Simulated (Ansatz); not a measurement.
Cu3Br4⁻. The state is a singlet with charge -1. Geometry PBE-D4/def2-SVPD.

Cartesian coordinates in Å:
```
Cu 0.2933 1.3692 0.3792
Cu -0.7492 -0.8557 0.8987
Cu 0.3903 -0.4884 -1.3087
Br -1.2028 -2.2808 -1.0036
Br 1.8843 -0.6993 0.8702
Br 0.7564 1.8137 -1.9509
Br -1.3722 1.1414 2.1152
```

Another isomer (singlet) lies 0.04 eV lower at PBE-D4/def2-SVP; other spin states weren't run for this one.

(1) Estimate the orbital energies around the gap (eV) in Ansatz with PBE-D4/def2-SVP, r2SCAN-D4/def2-SVP, B97M-V/def2-SVP, r2SCANh-D4/def2-SVP, PBE0-D4/def2-SVP.

Answers

(1) 
```tsv
orbital	PBE-D4/def2-SVP	r2SCAN-D4/def2-SVP	B97M-V/def2-SVP	r2SCANh-D4/def2-SVP	PBE0-D4/def2-SVP
HOMO−5	-0.97	-1.20	-1.34	-2.00	-2.96
HOMO−4	-0.97	-1.20	-1.33	-1.99	-2.96
HOMO−3	-0.86	-1.08	-1.20	-1.82	-2.72
HOMO−2	-0.86	-1.08	-1.20	-1.82	-2.71
HOMO−1	-0.68	-0.91	-1.06	-1.69	-2.66
HOMO	-0.50	-0.71	-0.83	-1.40	-2.21
LUMO	2.26	2.57	2.33	2.84	2.99
LUMO+1	2.85	3.16	2.89	3.46	3.64
LUMO+2	2.85	3.16	2.89	3.46	3.64
LUMO+3	3.35	3.52	3.46	3.82	4.13
LUMO+4	4.78	5.28	4.96	5.52	5.61
LUMO+5	4.78	5.28	4.96	5.52	5.61
```
